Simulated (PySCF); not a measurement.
## Electron correlation in Ce³⁺ (cerium, charge +3)

[Xe] 4f1, 2F determinant. Computed with PySCF 2.14 in cc-pVDZ-X2C (8s7p5d3f1g, 84 functions), with scalar relativity by spin-free X2C-1e. Frozen: [Ar] 3d10; 27 electrons correlated.

```csv
level,correlation energy (mhartree)
CCSD,-626.68
(T),-12.54
CCSD(T),-639.22
```

Diagnostics: T1 = 0.0048, D1 = 0.0338, largest double amplitude 0.030.

Spin-orbit coupling, absent here, splits the open shell strongly.

Cost of the coupled-cluster step: roughly 60 core-seconds, for 27 correlated electrons.

Iterations:

```
CC2 = 0
CCSD nocc = (np.int64(14), np.int64(13)), nmo = (70, 70)
frozen orbitals [[0, 1, 2, 3, 4, 5, 6, 7, 8, 9, 10, 11, 12, 13], [0, 1, 2, 3, 4, 5, 6, 7, 8, 9, 10, 11, 12, 13]]
max_cycle = 100
direct = 0
conv_tol = 1e-08
conv_tol_normt = 1e-06
diis_space = 8
diis_start_cycle = 0
Init t2, MP2 energy = -0.654121160706865
Init E_corr(UCCSD) = -0.65412116070765
cycle = 1  E_corr(UCCSD) = -0.613248370410671  dE = 0.0408727903  norm(t1,t2) = 0.0544565
cycle = 2  E_corr(UCCSD) = -0.626422839768408  dE = -0.0131744694  norm(t1,t2) = 0.0122912
cycle = 3  E_corr(UCCSD) = -0.625950641331216  dE = 0.000472198437  norm(t1,t2) = 0.00452562
cycle = 4  E_corr(UCCSD) = -0.626742823111979  dE = -0.000792181781  norm(t1,t2) = 0.00158916
cycle = 5  E_corr(UCCSD) = -0.626687391347858  dE = 5.54317641e-05  norm(t1,t2) = 0.000451876
cycle = 6  E_corr(UCCSD) = -0.626670857648948  dE = 1.65336989e-05  norm(t1,t2) = 0.000139529
cycle = 7  E_corr(UCCSD) = -0.626682929842196  dE = -1.20721932e-05  norm(t1,t2) = 5.18259e-05
cycle = 8  E_corr(UCCSD) = -0.626682773949978  dE = 1.55892218e-07  norm(t1,t2) = 1.04953e-05
cycle = 9  E_corr(UCCSD) = -0.626682268749838  dE = 5.0520014e-07  norm(t1,t2) = 3.35117e-06
cycle = 10  E_corr(UCCSD) = -0.626682345307501  dE = -7.65576627e-08  norm(t1,t2) = 1.26323e-06
cycle = 11  E_corr(UCCSD) = -0.626682353551576  dE = -8.24407564e-09  norm(t1,t2) = 3.94305e-07
UCCSD converged
E(UCCSD) = -8855.70027183373  E_corr = -0.6266823535515764
UCCSD(T) correction = -0.0125366578065267
```

This basis was not built for core-valence correlation, so the inner-shell part is incomplete.
